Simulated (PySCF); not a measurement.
Cl2CrO2, multiplicity 1.

```xyz
5

Cr     0.0000     0.0000     0.3569
O      0.0000     1.2662     1.2624
O      0.0000    -1.2662     1.2624
Cl    -1.7573     0.0000    -0.8460
Cl     1.7573     0.0000    -0.8460
```
Charge 0, spin multiplicity 1.

Geometry optimised at PBE-D3(BJ)/def2-SVP. The multiplicity is an assumed one; other spin states were not compared. The isomer is the one that the SMILES or the coordinates give; other isomers of the formula were not compared.

Method: KT2/pcSseg-1 (PySCF). Non-relativistic, no solvent.

Q: Give the absolute GIAO shielding of each atom: isotropic value and principal components (ppm). (An estimate is asked for; the answer gives what the named calculation found.)

A: 
```json
[
 {"atom": "Cr1", "σ(iso)": "-2860.5", "σ11": "-3319.4", "σ22": "-2962.8", "σ33": "-2299.4", "span": "1020.0"},
 {"atom": "O2", "σ(iso)": "-993.5", "σ11": "-1652.9", "σ22": "-862.6", "σ33": "-465.0", "span": "1187.9"},
 {"atom": "O3", "σ(iso)": "-993.5", "σ11": "-1652.9", "σ22": "-862.6", "σ33": "-465.0", "span": "1187.9"},
 {"atom": "Cl4", "σ(iso)": "115.7", "σ11": "-554.5", "σ22": "327.9", "σ33": "573.8", "span": "1128.3"},
 {"atom": "Cl5", "σ(iso)": "115.8", "σ11": "-554.4", "σ22": "327.9", "σ33": "573.8", "span": "1128.2"}
]
```
